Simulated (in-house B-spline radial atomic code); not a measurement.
# Ionising the krypton ion Kr²⁺ with different functionals

Computed with an all-electron radial atomic-structure program (B-spline basis): non-relativistic Hamiltonian, point nucleus, spin-polarised at highest spin, spherical fractional occupations for the functionals, and exact exchange of hybrids averaged over the configuration. The ionisation energy is the difference of two self-consistent energies, [Ar] 3d10 4s2 4p4 → [Ar] 3d10 4s2 4p3, without Breit or QED terms; ε is the level of the shell that loses the electron (its least bound occupied spin orbital). There is no spin-orbit coupling in this Hamiltonian.

```json
{"method": "PBE0", "rung": "global hybrid", "ΔSCF (eV)": "?", "-ε(4p) (eV)": "?"}
{"method": "B3LYP", "rung": "global hybrid", "ΔSCF (eV)": "35.64", "-ε(4p) (eV)": "31.17"}
{"method": "TPSSh", "rung": "global hybrid", "ΔSCF (eV)": "35.30", "-ε(4p) (eV)": "30.43"}
{"method": "M06-2X", "rung": "global hybrid", "ΔSCF (eV)": "35.10", "-ε(4p) (eV)": "33.11"}
{"method": "BHandHLYP", "rung": "global hybrid", "ΔSCF (eV)": "35.47", "-ε(4p) (eV)": "32.84"}
{"method": "r2SCAN0", "rung": "global hybrid", "ΔSCF (eV)": "35.21", "-ε(4p) (eV)": "31.36"}
{"method": "B97-1", "rung": "global hybrid", "ΔSCF (eV)": "35.43", "-ε(4p) (eV)": "31.04"}
{"method": "HSE06", "rung": "range-separated hybrid", "ΔSCF (eV)": "35.46", "-ε(4p) (eV)": "30.95"}
{"method": "wB97X", "rung": "range-separated hybrid", "ΔSCF (eV)": "35.66", "-ε(4p) (eV)": "33.99"}
{"method": "CAM-B3LYP", "rung": "range-separated hybrid", "ΔSCF (eV)": "35.69", "-ε(4p) (eV)": "33.01"}
{"method": "LC-wPBE", "rung": "range-separated hybrid", "ΔSCF (eV)": "?", "-ε(4p) (eV)": "?"}
```

(1) What does PBE0 give?

(2) What does LC-wPBE give?

(3) Among the functionals, which spreads more, the ΔSCF values or the orbital energies?

(4) How do they compare with the NIST value?

## Answers

(1) ΔSCF 35.37 eV, and -ε(4p) = 31.34 eV.

(2) ΔSCF 35.60 eV, and -ε(4p) = 34.53 eV.

(3) The orbital energies: ΔSCF values span about 0.60 eV and the orbital energies 4.11 eV; here energy differences depend much less on the functional than eigenvalues do.

(4) NIST lists 35.84 eV ± 0.02 (measured, ground level to ground level). Errors run from -0.74 to -0.14 eV; CAM-B3LYP is closest (-0.14 eV), but part of that can be cancellation, since the calculations leave out relativity, Breit-QED terms, multiplet and fine-structure energies.
